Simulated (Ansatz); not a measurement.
Gas-phase reaction R1 → P1 + P2, each structure at its B3LYP-D3(BJ)/def2-TZVP stationary point, reached from a drawn start (curvature not checked).
R1, O4Ru (SMILES [O][Ru]([O])([O])[O]) (charge 0, multiplicity 1, Z-matrix in Å and degrees):
```
Ru
O 1 1.6785
O 1 1.6785 2 109.47
O 1 1.6785 2 109.47 3 -120.00
O 1 1.6785 2 109.47 3 120.00
```
P1, O3Ru (SMILES [O][Ru]([O])[O]) (charge 0, multiplicity 1):
```xyz
4

Ru     0.000     0.000     0.000
O     -1.104    -0.962    -0.813
O      1.054    -0.686     1.105
O      0.049     1.648    -0.292
```
P2: O atom, charge 0, multiplicity 3.

P less R. No zero-point or thermal terms; singlets are restricted closed shells; open shells are unrestricted; no spin–orbit coupling. The spin states of the d-block species are the ones drawn and need not be the lowest.

Frozen-core correlation throughout.

The values were computed with Ansatz (a program for electronic structure) with Gaussian orbitals. All values are computed, each at the level named. Elements past Kr take the def2 small-core potentials, without spin–orbit coupling.

```csv
level,reaction energy (kJ/mol)
PBE/def2-TZVPP,500.3
BLYP/def2-TZVPP,462.4
B97M-V/def2-TZVPP,434.4
CAM-B3LYP/def2-TZVPP,344.8
wB97X-V/def2-TZVPP,342.2
MP2/def2-TZVPP,608.7
CCSD/def2-SVP,___
CCSD/def2-TZVPP,___
CCSD(T)/def2-QZVPP,___
```

### Question
Complete the blanks.

### Answer

- CCSD/def2-SVP, reaction energy (kJ/mol): 231.3
- CCSD/def2-TZVPP, reaction energy (kJ/mol): 263.3
- CCSD(T)/def2-QZVPP, reaction energy (kJ/mol): 384.8
